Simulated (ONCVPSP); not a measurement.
# Configuration tests for arsenic (ONCV)

* Element: arsenic (As)
* Generator: ONCVPSP 4.0.1
* Type: optimised norm-conserving Vanderbilt (ONCV)
* Functional: LDA (Perdew-Wang 92)
* Relativity: scalar-relativistic
* Frozen core: [Ar] 3d10
* Valence charge: 5
* Reference configuration: 4s1.5 4p3.5
* Partial waves: 4s: rc 1.40 bohr, ncon 4, nbas 8, qcut 3.6 1/bohr, 1 projector; 4p: rc 1.95 bohr, ncon 5, nbas 10, qcut 4.5 1/bohr, 3 projectors, debl 1.3 Ha
* Local potential: polynomial inside 1.35 bohr (lpopt 1, dvloc0 2 Ha)
* Core correction: Teter function, fcfact 4.25, rcfact 1.65

Energies are relative to the spin-unpolarised reference configuration 4s1.5 4p3.5; without spin polarisation the order of configurations can differ from experiment.

```tsv
valence configuration	charge	ΔE all-electron (eV)	error AE − PS (meV)
4s2 4p2	+1	4.608	-16
4s2 4p1	+2	22.766	-104
4s1 4p3	+1	14.773	-22
```

(1) What are ΔE and the potential's error for 4s2 4p3?

Levels in the configuration 4s2 4p1:

```csv
level,all-electron (eV),pseudo (eV)
4s,-33.775,-33.930
4p,-22.953,-23.103
```

Answers

(1) ΔE = -4.711 eV all-electron; the error (AE − PS) is -1.1 meV.
